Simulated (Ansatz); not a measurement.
The same atomization along the group B, Al, Ga, In.

Computed with Ansatz on PBE0-D4/def2-TZVP structures; ΔE is electronic, products minus reactants. CCSD(T)/CBS adds triple-zeta CCSD(T) − MP2 to the extrapolated MP2 energy (def2 sets, frozen cores). Small cases extrapolate CCSD(T) itself. DFT in def2-TZVPP. Open shells (•) are unrestricted, without spin–orbit coupling. Spin–orbit coupling would lower the free atoms: a little for Al, B; clearly for Ga; strongly for In. Elements past krypton have def2 core potentials. Bonds to Ga, In are less sure, by a few kJ/mol each and by 10 to 20 or more in all where they break to atoms, as the def2 sets lack core-valence functions. Scalar relativity is left out up to krypton.

| reaction | MP2/CBS(def2) (kJ/mol) | ωB97X-V (kJ/mol) | CCSD/CBS(def2) (kJ/mol) | HF/CBS(def2) (kJ/mol) | CCSD(T)/CBS(def2) (kJ/mol) |
| --- | --- | --- | --- | --- | --- |
| `BN` → B• + 4 H• + N• | 2109 | 2109 | 2067 | 1567 | 2092 |
| `[NH2][AlH2]` → Al• + 4 H• + N• | 1771 | 1776 | 1747 | 1261 | 1769 |
| `[NH2][GaH2]` → Ga• + 4 H• + N• | 1665 | 1669 | 1647 | 1140 | 1667 |
| `[NH2][InH2]` → In• + 4 H• + N• | 1516 | 1542 | 1513 | 1008 | 1535 |

Largest T1 diagnostic: 0.018, for Al•.

Extrapolated directly: `BN` → B• + 4 H• + N•; `[NH2][AlH2]` → Al• + 4 H• + N•.

For atomizations the MP2-based limit and the directly extrapolated one differ by several kJ/mol either way, and by 10 to 25 for some Ge, Se and Sn compounds, so smaller differences from it don't rank the levels.
